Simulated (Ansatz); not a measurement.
A structure relaxed at PBE-D4/def2-SVP in Ansatz, charge 1, doublet:

Cartesian coordinates in Å:
```
Au -1.1285 -0.4455 -1.0573
Au 2.1906 0.8453 2.0401
Au -0.3467 0.2821 1.5493
Au 0.6799 -0.5650 -2.9835
Ag -2.9548 -0.2615 0.9614
Ag 1.5595 0.1445 -0.5101
```

Question: Give its formula and point group.

Answer: the cluster Ag₂Au₄⁺. Point group C2v (tolerance 0.1 Å).

Question: Summarise the bond lengths by kind (pairs closer than 1.2 times the sum of covalent radii, bridged metal pairs left out).

Answer: 6 × Ag–Au 2.72 to 2.81 Å; 3 × Au–Au 2.64 to 2.82 Å.

In the def2 sets Ag, Au take a core potential; there is no spin–orbit coupling. The relaxation made no stability test and no search for a lower SCF solution. No other spin state of charge 1 was run. Another isomer (doublet) lies 0.26 eV lower at PBE0-D4/def2-TZVP; other spin states weren't run for this one.
